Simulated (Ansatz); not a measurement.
CHBF2Te (`FC1(F)B[Te]1`), relaxed with RKS PBE-D4/def2-SVP in the Gaussian-basis code of Ansatz from a rough embedded geometry. The force threshold is 0.03 eV/Å; the program also tests the step.

The species carries charge 0 and has multiplicity 1. Te: def2 effective core potential.

Start:

```xyz
6

F     0.178   -0.960    1.401
C     0.466   -0.126    0.265
F     1.687   -0.391   -0.365
B    -0.742    0.071   -0.677
Te    0.112    1.856    0.565
H    -1.700   -0.449   -1.188
```

```json
{"step": "1", "energy (eV)": "-14441.4462", "largest force (eV/Å)": "2.812", "largest move (Å)": "0.000"}
{"step": "2", "energy (eV)": "-14442.1682", "largest force (eV/Å)": "1.709", "largest move (Å)": "0.196"}
{"step": "3", "energy (eV)": "-14442.3897", "largest force (eV/Å)": "1.020", "largest move (Å)": "0.127"}
{"step": "4", "energy (eV)": "-14442.3957", "largest force (eV/Å)": "0.754", "largest move (Å)": "0.075"}
{"step": "5", "energy (eV)": "-14442.4301", "largest force (eV/Å)": "0.480", "largest move (Å)": "0.091"}
{"step": "6", "energy (eV)": "-14442.4368", "largest force (eV/Å)": "0.581", "largest move (Å)": "0.048"}
{"step": "7", "energy (eV)": "-14442.4445", "largest force (eV/Å)": "0.164", "largest move (Å)": "0.032"}
{"step": "8", "energy (eV)": "-14442.4449", "largest force (eV/Å)": "0.098", "largest move (Å)": "0.008"}
{"step": "9", "energy (eV)": "-14442.4451", "largest force (eV/Å)": "0.006", "largest move (Å)": "0.003"}
```

End:

```xyz
6

F     0.410   -1.000    1.411
C     0.473   -0.336    0.257
F     1.667   -0.543   -0.299
B    -0.759    0.165   -0.513
Te   -0.175    1.963    0.397
H    -1.616   -0.249   -1.254
```

It took 77 s on 2 threads of an Intel Xeon on a shared host, with 0.15 GiB of host memory at the peak.
